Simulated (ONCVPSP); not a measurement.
**What one change does to a pseudopotential (silicon, ONCV)**

ONCVPSP 4.0.1 input, shortened (lines: element, Z, core and valence counts, functional; n l f; lmax; l rc ep ncon nbas qcut; lloc lpopt rc5 dvloc0; l nproj debl; icmod fcfact rcfact), PBE, scalar-relativistic:

```
  Si 14.00    3    2        4      upf
    1    0    2.00
    2    0    2.00
    2    1    6.00
    3    0    2.00
    3    1    2.00
    2
    0    1.45    0.00    5   10    3.90
    1    1.55    0.00    4    8    4.90
    2    1.50    0.16    3    7    7.00
    4    1    1.35    0.00
    0    3    2.80
    1    2    2.60
    2    2    2.20
    0    0.00    0.00
```

All-electron outer shells of the reference configuration (PBE, scalar-relativistic, ld1.x):

```tsv
shell	level (eV)	outermost node (bohr)	outermost maximum (bohr)
2s	-139.50	0.15	0.45
2p	-95.56	–	0.39
3s	-10.81	0.72	1.80
3p	-4.08	0.72	2.17
```

Change: all radii scaled by about 1.20 (s 1.74, p 1.86, d 1.80 bohr); local potential polynomial inside 1.62 bohr (lpopt 1, dvloc0 0 Ha).

Cutoffs: the cutoffs (Ha) at which the residual kinetic energy of the hardest occupied pseudo-wave falls to 1 and 0.1 mHa per electron; they do not see the model core or the augmentation charge, which bear on the density cutoff. Errors are all-electron minus pseudo energies relative to the spin-unpolarised reference configuration.

Question: How do hardness, ghosts and transferability respond?

Answer: The potential gets softer (14 Ha and 125 Ha → 7.5 Ha and 26 Ha); the bound ghost in s disappears; the errors of the 4 common tests hardly move. A larger radius leaves more room for a smooth pseudo-wave, so fewer plane waves are needed.

| quantity | base | changed |
| --- | --- | --- |
| cutoff, loose | 14 Ha | 7.5 Ha |
| cutoff, tight | 125 Ha | 26 Ha |
| loose cutoff by channel | s 14 Ha, p 3.2 Ha | s 7.5 Ha, p 3.3 Ha |
| bound ghosts | s | none |
| GHOST(+) flags under 300 eV | none | s at 245.4 eV |
| error for 3s2 3p1, meV [ΔE 7.74 eV] | -1.6 | -1.6 |
| error for 3s2 3p0, meV [ΔE 23.73 eV] | -5.6 | -5.2 |
| error for 3s1 3p0, meV [ΔE 57.70 eV] | +60 | +64 |
| error for 3s2 3p1.5, meV [ΔE 2.92 eV] | -0.4 | -0.4 |

Base: The cutoffs count occupied waves only; projector 2 of the s channel, the hardest unoccupied one, needs 162 Ha at the loose tolerance. Changed file: The cutoffs count occupied waves only; projector 2 of the d channel, the hardest unoccupied one, needs 20 Ha at the loose tolerance. A true bound ghost makes a file unfit for plane-wave use even where its test errors are small: the radial tests pick states by their node count and pass the ghost by.
